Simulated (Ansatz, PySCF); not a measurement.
Caution: the highest occupied level lies above zero, so the state may not be bound. This triplet lies 0.13 eV above the relaxed singlet at the level frozen-core CCSD(T)/aug-cc-pVTZ // B3LYP-D3(BJ)/def2-TZVPD (Ansatz, a program for electronic structure); other levels give the other order.

B3LYP has the VWN-RPA correlation part, as in Gaussian. 

Z-matrix (Å, degrees):
```
Al
H 1 1.6194
H 1 1.6251 2 110.52
Al 1 2.5001 2 122.41 3 -179.98
H 4 1.6371 1 124.46 2 179.98
```
Charge -1, spin multiplicity 3.

Q: Estimate the total energy and highest occupied spin orbital that B3LYP-D3(BJ)/def2-TZVPD (PySCF) returns for this input.

A: 
The total energy is -13243.74 eV. The highest occupied spin orbital is 0.28 eV.
